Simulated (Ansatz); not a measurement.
**Strength of the Mg–S bond: CH4MgS2 → CH3MgS + HS**

Species: CH4MgS2 `C[S][Mg][SH]`, singlet; CH3MgS `C[S][Mg]`, doublet; HS, doublet. 

Shapes, held fixed at every level: PBE0-D4/def2-TZVP. Programs: Ansatz 0.2.0. Electronic energies: no zero-point or thermal term.

```
               level                    kind  ΔE (kJ/mol)  less CCSD(T)/def2-TZVPP  CPU time (sum over the molecules)
r2SCAN-D4/def2-TZVPP                meta-GGA       +344.9                     +1.5                               21 s
 B3LYP-D4/def2-TZVPP           global hybrid       +334.6                     -8.8                               17 s
  wB97M-V/def2-TZVPP  range-separated hybrid       +362.7                    +19.3                               47 s
   B2PLYP/def2-TZVPP           double hybrid       +342.5                     -0.9                               24 s
      MP2/def2-TZVPP     perturbation theory       +354.4                    +11.0                                  –
     CCSD/def2-TZVPP   coupled cluster or CI       +335.6                     -7.8                                  –
  CCSD(T)/def2-TZVPP   coupled cluster or CI       +343.4                      0.0                               18 s
```

The highest level, CCSD(T)/def2-TZVPP, gives ΔE = +343.4 kJ/mol; the levels span +334.6 to +362.7. The column of differences is taken from that level and isn't an error. No measured value is set beside it here. Open shells run unrestricted unless RO is named. Correlated rows may include outer-core shells of Mg, which these sets cover unevenly. Times are processor times on shared x86 and Arm servers, and rough.
